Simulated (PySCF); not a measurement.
Dipole moment and polarisability of `COC[N@@+]1(C)[BH2-]CCC1`

C₆H₁₆BNO.
SMILES with atom numbers: `[CH3:1][O:2][CH2:3][N@@+:4]1([CH3:5])[BH2-:6][CH2:7][CH2:8][CH2:9]1` (hydrogens: H10, H11, H12 on C1; H13, H14 on C3; H15, H16, H17 on C5; H18, H19 on B6; H20, H21 on C7; H22, H23 on C8; H24, H25 on C9)

Cartesian coordinates in Å at the PBE0-D3(BJ)/def2-SVP level; atoms count from 1:
```
atom  x, y, z in Å
C1     3.0105   -0.6259   -0.8425
O2     1.9817   -0.1042   -0.0555
C3     0.7832    0.0431   -0.7408
N4    -0.2216    0.6187    0.1564
C5     0.1629    1.9889    0.5220
B6    -1.6932    0.5433   -0.6221
C7    -2.2523   -0.9110   -0.1213
C8    -1.2123   -1.4510    0.8761
C9    -0.4319   -0.2408    1.3554
H10    3.2470    0.0330   -1.7002
H11    3.9037   -0.7132   -0.2102
H12    2.7586   -1.6281   -1.2387
H13    0.4038   -0.9233   -1.1164
H14    0.8822    0.7252   -1.6046
H15   -0.5948    2.3974    1.2003
H16    1.1534    1.9952    0.9986
H17    0.1822    2.6047   -0.3867
H18   -1.4464    0.6716   -1.8186
H19   -2.3215    1.5041   -0.1893
H20   -3.2239   -0.7899    0.3835
H21   -2.4209   -1.6323   -0.9363
H22   -0.5240   -2.1678    0.3972
H23   -1.6429   -1.9860    1.7376
H24   -1.0429    0.3564    2.0479
H25    0.5333   -0.4633    1.8343
```

Level: B3LYP/def2-SVPD (PySCF), static field, nuclei fixed, core orbitals frozen in the response. The polarisability tensor in these axes (au):

```
x   109.61   0.14  -2.33
y     0.14  99.11  -1.17
z    -2.33  -1.17  94.09
```

Diagonalise the tensor; give its mean and Δα, where Δα² is half the sum of the squared differences of the eigenvalues.

Principal values 93.51, 99.33 and 109.96 au; mean 100.94 au = 14.96 Å³ = 16.64 × 10⁻⁴⁰ C²·m²/J; Δα = 14.45 au (14 % of the mean).

What is the dipole moment, and where does it point?

(4.13, -0.38, 1.01) D, 4.27 D in size, pointing from the negative to the positive side. Measured along this direction, the outermost atoms are H20 at the negative end and H11 at the positive end.

Directions of the eigenvectors, and the extent of the frame along each?

Largest value along (0.99, 0.03, -0.15), where the nuclei span 7.14 Å; middle along (-0.06, 0.98, -0.19), 4.80 Å; least along (0.14, 0.20, 0.97), 3.74 Å. The response follows the extents in order.

What depolarisation ratio follows for Rayleigh scattering of linearly polarised light, taking the static tensor?

ρ = 3Δα²/(45ᾱ² + 4Δα²) = 626.4/(458467 + 835.1) = 0.00136.

Form Σ f/ω² (atomic units) for the 10 lowest TDDFT singlets, given as eV and f, and set it beside the mean polarisability, which is this sum over all singlets: 6.48, 0.0069; 6.59, 0.0097; 7.03, 0.0223; 7.08, 0.0068; 7.19, 0.0014; 7.21, 0.0075; 7.29, 0.0147; 7.48, 0.0150; 7.63, 0.0007; 7.65, 0.0068.

They add up to 1.35 au, 1.3 % of the 100.94 au; the largest single term is 0.33 au, from the state at 7.03 eV. Terms in order: 0.12, 0.17, 0.33, 0.10, 0.02, 0.11, 0.21, 0.20, 0.01, 0.09 au. Higher excitations give the rest. The strengths listed sum to 0.092.

Refractivity n − 1 of an ideal gas of it at 273.15 K and 1 atm, from the electronic α?

N = p/kT = 2.6868 × 10¹⁹ cm⁻³, so n − 1 = 2π × N × 14.96 × 10⁻²⁴ cm³ = 2525 × 10⁻⁶ at long wavelengths, for an ideal gas.

Traceless (Buckingham) quadrupole moment about the centre of nuclear charge: eigenvalues?

-12.85, 3.26, 9.59 D·Å. The values depend on the origin, since the dipole doesn't vanish. The electronic extent ⟨r²⟩ about the same centre is 1370 bohr², a root-mean-square distance of 2.31 Å for the 72 electrons.

Isolated species at its PBE0-D3(BJ)/def2-SVP geometry (one conformer only).

These values come from a run that also computed excited states and ΔSCF ions. On an Arm Neoverse N1 with one thread (shared host), this took 20 min and 1.4 GiB of memory at its peak.
